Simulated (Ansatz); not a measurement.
Stepwise reaction of `C#[C][InH2]` with hydrogen chloride, as a gas-phase model of exchange steps in deposition or etching. ΔE in kJ/mol; ΔG adds harmonic PBE0-D4 terms to CCSD(T)/CBS, at 1 bar.

Gas-phase electronic energies from Ansatz, PBE0-D4/def2-TZVP geometries. CBS: MP2 limit from def2 TZ/QZ plus the TZ coupled-cluster correction, frozen cores. This one scheme is used for every species. Functionals use def2-TZVPP. B3LYP here is the variant with VWN-RPA as its local correlation; programs differ in this. def2 core potentials past Kr. For In outer-core shells are correlated without core-valence functions, which leaves a few kJ/mol of doubt a bond.

```tsv
step	reaction	PBE-D4	B3LYP-D4	ωB97M-V	CCSD(T)/CBS	ΔG(600 K)
1	`C#[C][InH2]` + HCl → `C#[C][InH][Cl]` + H₂	-103.6	-106.0	-103.3	-109.9	-103.5
2	`C#[C][InH][Cl]` + HCl → `C#[C][In]([Cl])[Cl]` + H₂	-83.9	-86.4	-84.6	-90.2	-77.2
```

(1) By hand: ΔE of the 2 steps together at CCSD(T)/CBS.

Results:

(1) (-109.9) + (-90.2) = -200.1 kJ/mol, or -100.1 kJ/mol a step.

In ΔE each step is higher than the one before. All are downhill at CCSD(T)/CBS. ΔG lies between -103.5 and -77.2 kJ/mol a step. PBE-D4 differs from CCSD(T)/CBS by 6.3 to 6.3 kJ/mol a step. Isolated molecules leave out the surface, adducts and barriers. Largest T1 diagnostic: 0.015.
